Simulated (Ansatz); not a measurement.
Consider the redistribution: `CS[Si](F)(F)Cl` + `F[SiH]([SiH3])[SiH2]Cl` → `F[Si](F)(Cl)[SiH2]Cl` + `CS[SiH](F)[SiH3]`.

Computed with Ansatz on PBE0-D4/def2-TZVP structures; ΔE is electronic, products minus reactants. CBS: MP2 limit from def2 TZ/QZ plus the TZ coupled-cluster correction, frozen cores. Functionals use def2-TZVPP. One conformer a species, not always the lowest.

`CS[Si](F)(F)Cl`:

Z-matrix (Å, degrees):
```
C
S 1 1.823
H 1 1.089 2 105.9
H 1 1.089 2 111.0 3 118.3
H 1 1.089 2 111.0 3 -118.3
Si 2 2.084 1 98.5 3 -179.9
F 6 1.582 2 112.0 1 58.4
F 6 1.582 2 112.1 1 -58.7
Cl 6 2.017 2 109.5 1 179.9
```

`F[SiH]([SiH3])[SiH2]Cl`:

Z-matrix (Å, degrees):
```
Si
Si 1 2.345
Si 1 2.346 2 110.5
F 1 1.613 2 110.0 3 -121.3
H 1 1.489 2 110.4 3 120.0
H 2 1.487 1 110.2 3 174.4
H 2 1.487 1 110.0 3 53.8
H 2 1.486 1 108.6 3 -65.8
Cl 3 2.067 1 104.2 2 55.2
H 3 1.484 1 112.6 2 -61.6
H 3 1.484 1 114.2 2 173.0
```

`F[Si](F)(Cl)[SiH2]Cl`:

Cartesian coordinates in Å:
```
F 0.975 1.166 1.668
Si 0.522 -0.195 0.999
F -0.341 -0.971 2.079
Cl 2.182 -1.290 0.604
Si -0.737 0.191 -0.932
Cl 0.487 1.139 -2.278
H -1.901 1.059 -0.636
H -1.186 -1.100 -1.504
```

`CS[SiH](F)[SiH3]`:

```xyz
12

C     0.942    1.283   -2.011
S     1.301    0.511   -0.404
Si   -0.638   -0.008    0.242
F    -1.491    1.282    0.684
Si   -0.391   -1.461    2.061
H     0.341    0.621   -2.633
H     0.433    2.236   -1.876
H     1.901    1.457   -2.497
H    -1.386   -0.590   -0.904
H    -1.699   -1.651    2.743
H     0.590   -0.904    3.029
H     0.097   -2.775    1.567
```

```tsv
level	ΔE (kJ/mol)
PBE-D4	-2.4
HF/def2-TZVPP	-0.7
SCS-MP2/def2-TZVPP	-1.2
CCSD/def2-TZVPP	0.2
```

**Question.** What does CCSD(T)/CBS give? (Estimate.)

**Answer.** Computed: -0.7 kJ/mol. The listed levels differ from it by -1.7, 0.0, -0.5, 0.9 kJ/mol.

Largest T1 diagnostic among the species: 0.012.
